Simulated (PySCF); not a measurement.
C₇H₈CuN, singlet, GFN2-xTB optimised geometry.

```
17

Cu     0.79    -0.03     0.00
C      2.96    -0.03     0.00
C      2.49     1.03     0.81
C      1.75     1.91     0.00
C      1.75     1.40    -1.31
C      2.50     0.20    -1.31
H      3.61    -0.83     0.31
H      2.74     1.18     1.85
H      1.32     2.85     0.31
H      1.33     1.88    -2.18
H      2.74    -0.40    -2.18
C     -2.81    -2.28     0.85
N     -1.65    -1.56     0.58
C     -0.69    -0.95     0.35
H     -3.10    -2.85    -0.03
H     -3.61    -1.60     1.13
H     -2.62    -2.97     1.68
```

Density from PBE0/def2-SVP run with PySCF 2.14.0 at that geometry.

Minimum of the electron density along straight lines between bonded atoms, close to the bond critical point (lines longer than 1.1 times the sum of covalent radii, or with two minima, are not listed):

```json
[
 {"bond": "Cu1–C2", "length / Å": "2.161", "ρ at the minimum / e bohr⁻³": "0.062", "∇²ρ there / e bohr⁻⁵": "0.26", "position (fraction from the first atom)": "0.48"},
 {"bond": "Cu1–C3", "length / Å": "2.161", "ρ at the minimum / e bohr⁻³": "0.062", "∇²ρ there / e bohr⁻⁵": "0.26", "position (fraction from the first atom)": "0.48"},
 {"bond": "C2–C3", "length / Å": "1.411", "ρ at the minimum / e bohr⁻³": "0.295", "∇²ρ there / e bohr⁻⁵": "-0.69", "position (fraction from the first atom)": "0.50"},
 {"bond": "Cu1–C4", "length / Å": "2.161", "ρ at the minimum / e bohr⁻³": "0.062", "∇²ρ there / e bohr⁻⁵": "0.26", "position (fraction from the first atom)": "0.48"},
 {"bond": "C3–C4", "length / Å": "1.411", "ρ at the minimum / e bohr⁻³": "0.295", "∇²ρ there / e bohr⁻⁵": "-0.69", "position (fraction from the first atom)": "0.50"},
 {"bond": "Cu1–C5", "length / Å": "2.161", "ρ at the minimum / e bohr⁻³": "0.062", "∇²ρ there / e bohr⁻⁵": "0.26", "position (fraction from the first atom)": "0.48"},
 {"bond": "C4–C5", "length / Å": "1.411", "ρ at the minimum / e bohr⁻³": "0.295", "∇²ρ there / e bohr⁻⁵": "-0.69", "position (fraction from the first atom)": "0.50"},
 {"bond": "Cu1–C6", "length / Å": "2.162", "ρ at the minimum / e bohr⁻³": "0.062", "∇²ρ there / e bohr⁻⁵": "0.26", "position (fraction from the first atom)": "0.48"},
 {"bond": "C2–C6", "length / Å": "1.411", "ρ at the minimum / e bohr⁻³": "0.295", "∇²ρ there / e bohr⁻⁵": "-0.69", "position (fraction from the first atom)": "0.50"},
 {"bond": "C5–C6", "length / Å": "1.411", "ρ at the minimum / e bohr⁻³": "0.295", "∇²ρ there / e bohr⁻⁵": "-0.69", "position (fraction from the first atom)": "0.50"},
 {"bond": "C2–H7", "length / Å": "1.077", "ρ at the minimum / e bohr⁻³": "0.281", "∇²ρ there / e bohr⁻⁵": "-1.05", "position (fraction from the first atom)": "0.63"},
 {"bond": "C3–H8", "length / Å": "1.077", "ρ at the minimum / e bohr⁻³": "0.281", "∇²ρ there / e bohr⁻⁵": "-1.05", "position (fraction from the first atom)": "0.63"},
 {"bond": "C4–H9", "length / Å": "1.077", "ρ at the minimum / e bohr⁻³": "0.281", "∇²ρ there / e bohr⁻⁵": "-1.05", "position (fraction from the first atom)": "0.63"},
 {"bond": "C5–H10", "length / Å": "1.077", "ρ at the minimum / e bohr⁻³": "0.281", "∇²ρ there / e bohr⁻⁵": "-1.05", "position (fraction from the first atom)": "0.63"},
 {"bond": "C6–H11", "length / Å": "1.077", "ρ at the minimum / e bohr⁻³": "0.281", "∇²ρ there / e bohr⁻⁵": "-1.05", "position (fraction from the first atom)": "0.63"},
 {"bond": "C12–N13", "length / Å": "1.390", "ρ at the minimum / e bohr⁻³": "0.275", "∇²ρ there / e bohr⁻⁵": "…", "position (fraction from the first atom)": "0.34"},
 {"bond": "Cu1–C14", "length / Å": "1.780", "ρ at the minimum / e bohr⁻³": "0.139", "∇²ρ there / e bohr⁻⁵": "…", "position (fraction from the first atom)": "0.51"},
 {"bond": "N13–C14", "length / Å": "1.164", "ρ at the minimum / e bohr⁻³": "0.434", "∇²ρ there / e bohr⁻⁵": "0.31", "position (fraction from the first atom)": "0.66"},
 {"bond": "C12–H15", "length / Å": "1.091", "ρ at the minimum / e bohr⁻³": "0.280", "∇²ρ there / e bohr⁻⁵": "-1.07", "position (fraction from the first atom)": "0.64"},
 {"bond": "C12–H16", "length / Å": "1.091", "ρ at the minimum / e bohr⁻³": "0.280", "∇²ρ there / e bohr⁻⁵": "-1.07", "position (fraction from the first atom)": "0.64"},
 {"bond": "C12–H17", "length / Å": "1.091", "ρ at the minimum / e bohr⁻³": "0.280", "∇²ρ there / e bohr⁻⁵": "-1.07", "position (fraction from the first atom)": "0.64"}
]
```

Question: Complete the blanks.

Answer: 
- C12–N13, ∇²ρ there / e bohr⁻⁵: -0.43
- Cu1–C14, ∇²ρ there / e bohr⁻⁵: 0.59
